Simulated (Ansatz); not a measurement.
Ga(H)(F)(vinyl) (C2H4FGa), SMILES C=[CH][GaH][F].

Coordinates come from a B3LYP-D3(BJ)/def2-SVP optimisation. The structure was generated by enumeration; whether it is a known compound was not checked. One conformer was computed; it need not be the lowest.

Two levels are set side by side: PBE/def2-SVPD (Ansatz, a quantum-chemistry and plane-wave program) and PBE0/def2-SVPD (Ansatz). Energy differences of separate SCF runs at the same geometry; the states with an electron removed or added have multiplicity 2 and 2. Differences are taken from unrounded values.

```
quantity                             PBE
---------------------------------  -----
vertical ionisation energy (eV)    10.24
vertical singlet–triplet gap (eV)   4.08
```

Q: These are the PBE values. What does PBE0 give? (The exact figures need the calculation; the answer reports its results.)

A: 
```
quantity                            PBE0  PBE minus PBE0
---------------------------------  -----  --------------
vertical ionisation energy (eV)    10.63           -0.38
vertical singlet–triplet gap (eV)   3.94            0.15
```
